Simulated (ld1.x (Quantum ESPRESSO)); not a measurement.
Which setting gave this result? (hydrogen, ultrasoft)

Base potential:

ld1.x (Quantum ESPRESSO) 7.5 input, shortened:

```
&input
   title='H', zed=1., rel=1, dft='PZ', iswitch=3,
   config='1s1 2p-2'
 /
 &inputp
   pseudotype=3, tm=.true., lloc=-1, rcloc=1.00,
   nlcc=.false.
 /
3
1S  1  0   1.00   0.00  1.20  1.30  0.0
1S  1  0   0.00   0.20  1.20  1.30  0.0
2P  2  1  -2.00   0.05  1.20  1.35  0.0
 &test
   configts(1)='1s1'
 /
```

Cutoffs, loose and tight: the cutoffs (Ry, on a coarse ladder) from which the occupation-weighted sum of valence levels, in a spherical-Bessel basis at the reference potential, stays within 10 and 1 mRy of its value at 400 Ry. They do not see the model core or the augmentation charge, which bear on the density cutoff. Test errors are all-electron minus pseudo excitation energies from the reference, over the configurations 1s0.5 (two spin-polarised tests are not counted in the largest error); variants that change the core or the reference have their own tests.

Only the scale of all radii (base = 1) is moved:

```tsv
scale of all radii (base = 1)	cutoff, loose	cutoff, tight	bound ghosts
0.75	18 Ry	35 Ry	none
0.88	18 Ry	30 Ry	none
0.95	15 Ry	25 Ry	none
1.04	12 Ry	21 Ry	none
1.2	10 Ry	18 Ry	none
1.35	8 Ry	12 Ry	none
```

Question: One more run gave cutoff, loose: 10 Ry; cutoff, tight: 15 Ry; bound ghosts: none. Which value of the scale of all radii (base = 1) was used?

Answer: 1.27. The tight cutoff moves one way along this sweep, from 35 Ry at 0.75 to 12 Ry at 1.35, which places the run between 1.2 and 1.35.
